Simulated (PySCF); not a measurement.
# Hg: ionisation energy

Hg [Xe] 4f14 5d10 6s2 (1S) → Hg⁺ [Xe] 4f14 5d10 6s1 (2S), as a difference of total energies. All numbers are calculated (PySCF 2.14, scalar relativity through the core potential, in aug-cc-pwCVDZ-PP with ECP60MDF (6s6p5d3f, 70 functions)). Correlated levels: valence: 5s2 5p6 frozen. The calculations carry no spin-orbit coupling.

```
           method  ionisation energy (eV)  error (eV)
              UHF                   8.492      -1.946
    MP2 (valence)                  10.313      -0.125
SCS-MP2 (valence)                  10.252      -0.186
   CCSD (valence)                  10.046      -0.392
CCSD(T) (valence)                  10.154      -0.284
```

Reference: 10.438 eV (measured; NIST Atomic Spectra Database, ionization energies).

Errors of the correlated levels include the incompleteness of this basis and the frozen core.
